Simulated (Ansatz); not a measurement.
Harmonic frequencies (cm⁻¹) at PBE0-D4/def2-TZVP from Ansatz: 61, 272, 296, 296, 569, 569, 608, 608, 633, 1165, 1658, 1658, 1765, 1765, 1784, 3503, 3628, 3628.

Question: Which molecule is it?
A. `[NH3+][InH3-]`
B. `[PH3+][Al-]([Cl])([Cl])[Cl]`
C. `[BH3-][PH3+]`
D. `[NH3+][AlH3-]`

Answer: A.
